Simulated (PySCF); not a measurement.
## Stretching LiIn⁺

Set-up: basis Li def2-SVPD, In def2-SVPD with ECP28; scalar-relativistic core potentials; PySCF 2.14. Energies in eV from Li⁺ + In in their ground configurations at the same level. State: ²Σ⁺ (doublet), unpaired electrons σ ↑.

All columns are PBE0. A positive dipole points towards In; it is taken about the centre of mass and depends on that origin.

| R (Å) | E (eV) | μ (D) | Mulliken charge on Li (basis-dependent) | HOMO (eV) | LUMO (eV) | Mayer bond order | ⟨S²⟩ |
| --- | --- | --- | --- | --- | --- | --- | --- |
| 2.778 | -1.189 | -8.05 | 0.59 | -9.34 | -6.67 | 0.51 | 0.75 |
| 2.907 | -1.254 | -8.32 | 0.60 | -9.27 | -6.62 | 0.50 | 0.75 |
| 3.036 | -1.290 | -8.58 | 0.61 | -9.19 | -6.58 | 0.48 | 0.75 |
| 3.133 | -1.302 | -8.78 | 0.61 | -9.12 | -6.54 | 0.47 | 0.75 |
| 3.230 | -1.305 | -8.98 | 0.62 | -9.05 | -6.50 | 0.47 | 0.75 |
| 3.327 | -1.302 | -9.17 | 0.62 | -8.98 | -6.46 | 0.46 | 0.75 |
| 3.456 | -1.288 | -9.43 | 0.63 | -8.88 | -6.40 | 0.45 | 0.75 |
| 3.618 | -1.261 | -9.76 | 0.64 | -8.76 | -6.32 | 0.45 | 0.75 |
| 3.811 | -1.219 | -10.15 | 0.64 | -8.60 | -6.21 | 0.45 | 0.75 |
| 4.070 | -1.152 | -10.69 | 0.64 | -8.40 | -6.07 | 0.45 | 0.75 |

A fit through these points gives, at Re = 3.224 Å, μ = -8.97 D and dμ/dR = -2.02 D/Å; the reduced mass is 6.612 u.

Question: How strong is the fundamental in the double-harmonic approximation, I = 42.26·(dμ/dR)²/μred km/mol?

Answer: I = 42.26·(-2.02)²/6.612 = 26.1 km/mol at PBE0.

Spin–orbit coupling is left out, which matters for elements this heavy, above all for dissociation energies. For an ion De counts to the pair picked by the measured ionisation energies or electron affinities, which need not be the lowest pair at this level. The state is the lowest determinant that a PBE0 search found; another state may lie lower at other levels.
